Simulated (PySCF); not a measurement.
**Kr: ionisation energy**

Kr [Kr] (1S) → Kr⁺ [Ar] 3d10 4s2 4p5 (2P), as a difference of total energies. Calculation: PySCF 2.14, in jorge-DZP-DKH (8s6p2d1f, 43 functions); scalar relativity by spin-free X2C-1e. Correlated levels: valence: [Ar] 3d10 frozen. The calculations carry no spin-orbit coupling.

| method | ionisation energy (eV) | error (eV) |
| --- | --- | --- |
| UHF | 13.213 | -1.009 |
| M06-L | 14.070 | -0.152 |
| LDA | 14.343 | +0.121 |
| MP2 (valence) | 13.439 | -0.783 |
| SCS-MP2 (valence) | 13.418 | -0.804 |
| CCSD (valence) | 13.439 | -0.783 |
| CCSD(T) (valence) | 13.442 | -0.780 |

Reference: 14.222 eV (measured; NIST levels, between the centres of gravity of the two terms).

Errors of the correlated levels include the incompleteness of this basis and the frozen core.
